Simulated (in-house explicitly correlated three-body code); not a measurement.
Computed with an exponentially correlated three-body code. Model: two electrons around a point charge, non-relativistic, variational in 260 exponentially correlated functions (energies converged to about 1e-7 hartree, or 1e-8 relative for large Z), ground state as one setting changes.

Given: nuclear charge 1.

```csv
mass of the centre (electron masses),ground energy (hartree),binding of second electron (eV),mean radius (bohr),mean distance of electrons (bohr),mean cosine of angle
0.3,-0.123479245,0.22027,10.436,15.269,0.097225
0.4,-0.151843556,0.24453,8.7381,13.001,0.079023
0.5,-0.176343637,0.26332,7.6944,11.593,0.064556
0.7,-0.216633138,0.29254,6.4625,9.907,0.0426
1,-0.262005062,0.32667,5.4896,8.5486,0.019769
1.4,-0.305037054,0.36383,4.7981,7.5606,-0.00073163
2,-0.348371664,0.40921,4.2417,6.7474,-0.020783
3,-0.392141012,0.46643,3.7753,6.0513,-0.040858
5,-0.436497014,0.53961,3.3736,5.4407,-0.06137
7,?,?,?,?,?
10,-0.477483746,0.62418,3.0519,4.9448,-0.080708
15,-0.49305146,0.66128,2.9403,4.7715,-0.088184
25,-0.506320134,0.69528,2.8493,4.63,-0.09462
50,-0.516793181,0.72374,2.7802,4.5221,-0.099744
100,-0.52220921,0.73905,2.7453,4.4676,-0.10241
206.77,-0.525054806,0.74726,2.7272,4.4393,-0.10381
500,-0.526632361,0.75186,2.7172,4.4237,-0.10459
1000,?,?,?,?,?
5000,-0.527638916,0.75481,2.7109,4.4138,-0.10509
100000,-0.52774541,0.75513,2.7102,4.4127,-0.10514
```

Q: What follows for mass of the centre = 7?

A: ground energy -0.458950894 hartree; binding of second electron 0.58371 eV; mean radius 3.1921 bohr; mean distance of electrons 5.1616 bohr; mean cosine of angle -0.071907.

Q: What follows for mass of the centre = 1000?

A: ground energy -0.527191038 hartree; binding of second electron 0.7535 eV; mean radius 2.7137 bohr; mean distance of electrons 4.4182 bohr; mean cosine of angle -0.10487.
